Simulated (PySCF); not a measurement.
**Ti²¹⁺ (titanium, charge +21) across methods**

1s1, 2S determinant. Computed with PySCF 2.14 in an uncontracted even-tempered set (17 s from 18 bohr⁻², ratio 2.2; 7 p from 28 bohr⁻², ratio 2.4; 4 d from 85 bohr⁻², ratio 2.4; 3 f from 130 bohr⁻², ratio 2.4; 3 g from 190 bohr⁻², ratio 2.4), with scalar relativity by spin-free X2C-1e.

| method | E (hartree) | mean ε 1s α (eV) | Σ⟨r²⟩ (bohr²) | ⟨S²⟩ |
| --- | --- | --- | --- | --- |
| PBE | -243.454 | -6486.1 | 0.006088 | 0.750 |
| LDA | -242.654 | -6467.9 | 0.006105 | 0.750 |
| PBE0 | -243.486 | -6521.6 | 0.006082 | 0.750 |
| UHF | -243.57876 | -6628.1 | 0.006066 | 0.750 |
| r2SCAN | -243.585 | -6502.8 | 0.006074 | 0.750 |
| r2SCANh | -243.585 | -6515.3 | 0.006074 | 0.750 |

Question: Estimate the same row for BHandHLYP.

Answer: E (hartree) = -243.555; mean ε 1s α (eV) = -6557.8; Σ⟨r²⟩ (bohr²) = 0.006075; ⟨S²⟩ = 0.750.

For one electron the Hartree and exchange-correlation energies should cancel; what remains is the self-interaction error.
